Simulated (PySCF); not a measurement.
Magnetisability: `[H]/N=C\[C@H](C)[C@@H](C)CS`, C₆H₁₃NS

Geometry:
```
atom   x (Å)   y (Å)   z (Å)
  C1  -1.837   0.650   0.969
  C2  -0.666  -0.200   0.472
  C3  -1.226  -1.434  -0.185
  N4  -1.006  -2.636   0.090
  C5   0.223   0.556  -0.536
  C6   0.827   1.824   0.061
  C7   1.329  -0.358  -1.060
  S8   2.414  -0.953   0.301
  H9  -2.399   1.053   0.129
 H10  -1.486   1.474   1.584
 H11  -2.506   0.040   1.571
 H12  -0.047  -0.497   1.327
 H13  -1.920  -1.248  -1.002
 H14  -0.349  -2.786   0.857
 H15  -0.396   0.833  -1.400
 H16   0.054   2.542   0.322
 H17   1.495   2.292  -0.660
 H18   1.400   1.586   0.954
 H19   1.963   0.179  -1.766
 H20   0.906  -1.240  -1.543
 H21   3.220  -1.659  -0.486
```

Method: PySCF, GIAO PBE/pcSseg-1 magnetisability, rotational g tensor and spin-rotation constants, non-relativistic, gas phase. Geometry: GFN2-xTB.

Question: What are the magnetisability and the molar susceptibility?

Answer: Isotropic -1537 × 10⁻³⁰ J/T², or -92.6 × 10⁻⁶ cm³/mol; principal values -1614, -1526, -1471 × 10⁻³⁰ J/T², anisotropy 125 × 10⁻³⁰ J/T² (root of half the summed squared differences of the principal values). The susceptibility is in cgs units.

Question: Split it along the inertial axes a, b, c into diamagnetic and paramagnetic parts about the centre of mass, with the quadrupole moment.

Answer: 
| axis | χ (10⁻⁶ cm³/mol) | diamagnetic (10⁻⁶ cm³/mol) | paramagnetic (10⁻⁶ cm³/mol) | summed x² of all electrons (Å²) | quadrupole Θ (D Å) |
| --- | --- | --- | --- | --- | --- |
| a | -95.9 | -771.7 | 675.8 | 192.4 | +1.56 |
| b | -90.3 | -1001.1 | 910.9 | 138.3 | -6.14 |
| c | -91.6 | -1402.8 | 1311.2 | 43.6 | +4.58 |

Anisotropies 2χaa − χbb − χcc = -10.0 and 2χbb − χaa − χcc = +7.0 × 10⁻⁶ cm³/mol. Θ is traceless in Buckingham's convention.

Question: And the rotational g tensor?

Answer: 
| axis | rotational constant (GHz) | g | nuclear part | electronic part |
| --- | --- | --- | --- | --- |
| a | 1.9349 | -0.0112 | 0.6031 | -0.6143 |
| b | 1.3777 | -0.0087 | 0.5809 | -0.5896 |
| c | 0.9492 | -0.0082 | 0.5765 | -0.5847 |

Asymmetric top; isotopes 12C, 1H, 14N, 32S; no vibrational averaging.
